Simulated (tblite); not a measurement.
Compound: C₅H₁₂N₂Si.
SMILES with atom numbers: `[CH2:1]=[CH:2][N:3]1[CH2:4][CH2:5][CH2:6][N:7]1[SiH3:8]` (hydrogens: H9, H10 on C1; H11 on C2; H12, H13 on C4; H14, H15 on C5; H16, H17 on C6; H18, H19, H20 on Si8)

Structure used (GFN2-xTB), in Å, numbered top down from 1:
```
atom  x, y, z in Å
C1     2.9308   -0.0403    0.0384
C2     1.7598    0.5869    0.1005
N3     0.5446    0.0836   -0.2978
C4     0.2630   -1.3444   -0.2456
C5    -1.1230   -1.4543    0.4116
C6    -1.2814   -0.0698    1.0498
N7    -0.6050    0.8028    0.1181
Si8   -1.4029    1.7222   -1.1119
H9     3.8342    0.4713    0.3116
H10    3.0325   -1.0572   -0.2954
H11    1.6971    1.6219    0.4079
H12    0.2719   -1.7685   -1.2540
H13    1.0285   -1.8478    0.3525
H14   -1.1743   -2.2641    1.1361
H15   -1.8955   -1.6017   -0.3435
H16   -0.7620   -0.0357    2.0169
H17   -2.3171    0.2303    1.1878
H18   -2.0745    0.9520   -2.1699
H19   -2.3969    2.4980   -0.3717
H20   -0.3348    2.5255   -1.6954
```

Computed with GFN2-xTB (tblite): harmonic, unscaled wavenumbers at the GFN2-xTB geometry, gas phase. Against measured fundamentals such values can be off by several per cent, at times by over 20. Modes of hydrogen on silicon can be 10 to 20 % off. One conformer, not necessarily the lowest.

Harmonic wavenumbers (cm⁻¹): 53.1, 94.7, 106.7, 129.2, 196.0, 220.5, 257.1, 368.4, 483.4, 531.8, 598.0, 608.8, 620.1, 636.1, 702.8, 743.1, 786.4, 810.2, 816.8, 864.2, 888.7, 936.5, 973.9, 985.8, 1010.4, 1058.7, 1076.6, 1115.2, 1148.6, 1178.5, 1189.5, 1248.2, 1274.7, 1279.3, 1294.5, 1301.8, 1315.7, 1424.0, 1472.2, 1480.9, 1493.4, 1696.7, 2182.5, 2269.0, 2303.4, 2893.5, 2924.4, 2951.5, 2996.1, 3019.4, 3024.4, 3068.2, 3124.2, 3155.3.

A = 2408, B = 1434, C = 1048 MHz; mass 128.077 u (most abundant isotopes); point group C1, symmetry number 1.

What is the zero-point energy?

½Σν̃ = 35192 cm⁻¹ = 100.62 kcal/mol.

What is S at 500 K and 1 bar for an ideal gas of classical rigid rotors and harmonic oscillators?

Translation 43.05, rotation 30.42, vibration 47.71: S = 121.2 cal/(mol K).

And Cp and H(500 K) − H(0)?

Cp = 58.95 cal/(mol K), of which vibrations give 51.00 (their classical limit is 54 R = 107.3); H(500 K) − H(0) = 16.61 kcal/mol without the zero-point energy, 12.63 from vibrations.

Blend soft modes into free rotors: weight 1/[1 + (100 cm⁻¹/ν̃)⁴] for the oscillator and the rest for a rotor with moment μB/(μ + B), μ = h/(8π²ν), B = 10⁻⁴⁴ kg m². What vibrational entropy results?

44.76 cal/(mol K) in place of 47.71, which changes −T·S at 500 K by +1.48 kcal/mol.

How do the functions run with temperature in this model?

| T (K) | S (cal/(mol K)) | Cp (cal/(mol K)) | H − H(0) (kcal/mol) | G − H(0) (kcal/mol) | ln q(vib) |
| --- | --- | --- | --- | --- | --- |
| 100 | 68.3 | 17.9 | 1.26 | -5.56 | 1.47 |
| 200 | 83.4 | 27.1 | 3.49 | -13.18 | 3.86 |
| 300 | 96.5 | 38.4 | 6.76 | -22.18 | 6.28 |
| 800 | 153.5 | 78.5 | 37.49 | -85.34 | 18.83 |
| 1000 | 172.0 | 86.8 | 54.07 | -117.93 | 23.60 |

q(vib) and H(0) count from the zero-point level.

What must be added to the electronic energy to get the Gibbs energy at 500 K and 1 bar?

ZPE + [H(500 K) − H(0)] − T·S = 100.62 + 16.61 − 60.59 = 56.64 kcal/mol.

Hindered rotation and anharmonicity are outside this model. Other conformers, if any are populated, would add a mixing term that is left out. The structure is chiral; the term R ln 2 for an equal mix with its mirror image is left out.
